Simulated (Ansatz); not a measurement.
Total energies of `c1sc(-c2sc(-c3sc(-c4scc5c4OCCO5)c4c3OCCO4)c3c2OCCO3)c2c1OCCO2` from Ansatz at PBE0-D4/def2-SVP, gas phase (1 Eh = 27.2114 eV = 2625.5 kJ/mol). The reference geometry is relaxed at PBE-D4/def2-SVP.

```tsv
state	geometry	energy (Eh)
charge 0 singlet	reference	-3116.06859
charge 1 doublet	reference	-3115.85379
charge 1 doublet	relaxed at PBE-D4/def2-SVP	-3115.86061
charge -1 doublet	reference	-3116.08296
charge -1 doublet	relaxed at PBE-D4/def2-SVP	-3116.08485
free C atom (triplet)	–	-37.76066
free S atom (triplet)	–	-397.83788
free O atom (triplet)	–	-74.92490
free H atom (doublet)	–	-0.50029
```

Single mean-field runs in def2-SVP are fitted with def2-universal-jkfit.

(1) Work out the vertical ionisation energy to the doublet.

(2) Work out the vertical electron affinity, to the doublet.

(3) Give the fundamental gap IE − EA, the Mulliken electronegativity (IE + EA)/2 and the hardness (IE − EA)/2.

(4) How much does the charge 1 doublet relax, and what is the adiabatic ionisation energy?

(5) How much does the charge -1 doublet relax, and what is the adiabatic electron affinity?

(6) What is the binding energy per atom against free atoms?

(1) E(charge 1 doublet) − E(charge 0 singlet) = -3115.85379 − (-3116.06859) = 0.21480 Eh = 5.85 eV. For comparison, −ε of the highest occupied level is 4.75 eV at this level, 1.10 eV less.

(2) E(charge 0 singlet) − E(charge -1 doublet) = -3116.06859 − (-3116.08296) = 0.01437 Eh = 0.39 eV. The basis lacks diffuse functions, which makes affinities too small.

(3) From the values in Eh: IE − EA = 0.21480 − 0.01437 = 0.20043 Eh = 5.45 eV; (IE + EA)/2 = 3.12 eV; (IE − EA)/2 = 2.73 eV. The HOMO–LUMO gap of the same run is 3.34 eV, 2.11 eV smaller than the fundamental gap.

(4) Relaxation: -3115.85379 − (-3115.86061) = 0.00682 Eh = 0.19 eV. Adiabatic ionisation energy: 0.20798 Eh = 5.66 eV, without zero-point energy. 

(5) Relaxation: -3116.08296 − (-3116.08485) = 0.00189 Eh = 0.05 eV. Adiabatic electron affinity: 0.01626 Eh = 0.44 eV, without zero-point energy. 

(6) Atoms: 24 × (-37.76066) + 4 × (-397.83788) + 8 × (-74.92490) + 18 × (-0.50029) = -3106.01178 Eh. Binding: -3106.01178 − (-3116.06859) = 10.05681 Eh = 273.66 eV, or 5.07 eV for each of 54 atoms (no zero-point energy, no counterpoise term).

At PBE0-D4/def2-SVP the highest occupied level of the charge -1 doublet lies above zero (up to 0.71 eV). By energy differences its removal costs 0.39 eV (vertical, to the charge 0 singlet, at PBE0-D4/def2-SVP); self-interaction error and the lack of diffuse functions both raise the level. At PBE0-D4/def2-SVP the highest occupied level of the relaxed charge -1 doublet lies above zero (up to 0.30 eV). By energy differences its removal costs 0.44 eV (each at its own geometry, to the charge 0 singlet, at PBE0-D4/def2-SVP); self-interaction error and the lack of diffuse functions both raise the level.
